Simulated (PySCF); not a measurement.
methoxydichloroborane, CH3BCl2O, SMILES COB(Cl)Cl, point group Cs.

Level: LDA/def2-SVP in PySCF (density fitting, grid level 2); geometry and Hessian at that level, cubic constants and property derivatives from steps of ±0.6 along each species' dimensionless normal coordinates, second-order vibrational perturbation theory. The parent has the commonest isotopes.

Equilibrium geometry (Å):

```csv
atom,x,y,z
C1,-1.0995,-0.2729,-0.4123
O2,0.2347,-0.6092,-0.6633
B3,1.2928,0.1677,-0.4402
Cl4,2.8776,-0.4518,-0.8302
Cl5,1.1323,1.7865,0.2309
H6,-1.1896,0.7498,0.0179
H7,-1.5363,-1.0088,0.2962
H8,-1.6757,-0.3235,-1.3610
```

An isotope shift is δ(isotopologue) − δ(parent), that is, the negative of the change in the averaged GIAO shielding; n counts bonds from the nearest label (0: the labelled atom itself). These are computed values; those of heavy atoms are rounded to 5 ppb, about the numerical noise. One-bond deuterium shifts of ¹³C at such levels come out too large, by a quarter to a half.

(1) What isotope shifts arise with ²H at 6?

A mode lies under 250 cm⁻¹, where this perturbation treatment is rough. Internal rotors are held in one well.

## Answers

(1) 
| nucleus | n | 0 K (ppb) | 200 K (ppb) |
| --- | --- | --- | --- |
| H6 | 0 | -113 | -127 |
| C1 | 1 | -335 | -400 |
| O2 | 2 | -380 | -455 |
| H7 | 2 | -26 | -33 |
| H8 | 2 | -27 | -35 |
| B3 | 3 | -15 | 0 |
| Cl4 | 4 | -105 | -135 |
| Cl5 | 4 | -650 | -180 |
